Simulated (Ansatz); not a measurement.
Consider the ligand exchange at a B–O bond: `COB(C)N` + PH₃ → `CB(N)P` + CH₃OH.

Program: Ansatz. Geometries: PBE0-D4/def2-TZVP. ΔE: electronic, gas phase. CCSD(T)/CBS is the MP2 limit (def2-TZVPP, def2-QZVPP) plus CCSD(T) − MP2 in def2-TZVPP, frozen cores. This one scheme is used for every species. DFT in def2-TZVPP. One conformer a species, not always the lowest.

```json
{"level": "BLYP-D4", "ΔE (kJ/mol)": "104.9"}
{"level": "B97M-V", "ΔE (kJ/mol)": "107.1"}
{"level": "r2SCAN", "ΔE (kJ/mol)": "104.2"}
{"level": "CAM-B3LYP", "ΔE (kJ/mol)": "114.6"}
{"level": "CCSD/def2-SVP", "ΔE (kJ/mol)": "121.6"}
{"level": "HF/def2-TZVPP", "ΔE (kJ/mol)": "120.3"}
{"level": "SCS-MP2/def2-TZVPP", "ΔE (kJ/mol)": "108.3"}
{"level": "MP2/CBS(def2)", "ΔE (kJ/mol)": "100.9"}
```

(1) What does CCSD(T)/CBS give? (Best estimate.)

Largest T1 diagnostic among the species: 0.013.

Answers

(1) The calculation gave: +102.9 kJ/mol. The listed levels differ from it by 2.0, 4.2, 1.3, 11.7, 18.7, 17.4, 5.4, -2.0 kJ/mol.

At CCSD(T), def2-SVP lies +17.5 kJ/mol from the extrapolated value and def2-TZVPP +4.0 kJ/mol. From PBE to PBE0 (25 % exact exchange), in def2-TZVPP and without D4, ΔE moves by +3.2 kJ/mol.

CCSD(T)/CBS has its own doubt, a few kJ/mol and more with outer-core shells, so smaller differences from it don't rank the levels.
